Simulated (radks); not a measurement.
Q: Isoelectronic series with 16 electrons, each ion in its NIST ground configuration. Calculated with a radial shooting solver on a logarithmic mesh with Libxc functionals: scalar-relativistic Kohn-Sham, PBE, spin-polarised, spherical densities, point nucleus; open shells are filled with parallel spins first. Total energies (hartree) and orbital eigenvalues (eV):

ion   configuration  E (hartree)    3p down      3p up    3s down
S      [Ne] 3s2 3p4   -399.07715    -5.9771    -7.6893   -16.1278
Cl+    [Ne] 3s2 3p4   -460.96189   -18.1849   -20.2960   -30.7685
Ar2+   [Ne] 3s2 3p4   -527.63187   -33.9824   -36.4684   -49.0310
Ca4+   [Ne] 3s2 3p4   -675.31841   -75.5774   -78.7761   -95.6329
Sc5+   [Ne] 3s2 3p4   -756.34348  -101.2062  -104.7507  -123.8073
Ti6+   [Ne] 3s2 3p4   -842.16683  -129.9978  -133.8835  -155.1770
V7+    [Ne] 3s2 3p4   -932.79866  -161.9275  -166.1515  -189.7220
Cr8+   [Ne] 3s2 3p4  -1028.25056  -196.9796  -201.5393  -227.4307
Mn9+   [Ne] 3s2 3p4  -1128.53537  -235.1435  -240.0372  -268.2978

Estimate the row of K3+ ([Ne] 3s2 3p4).

A: E (hartree) -599.08322; 3p down -53.1490; 3p up -55.9958; 3s down -70.6880.
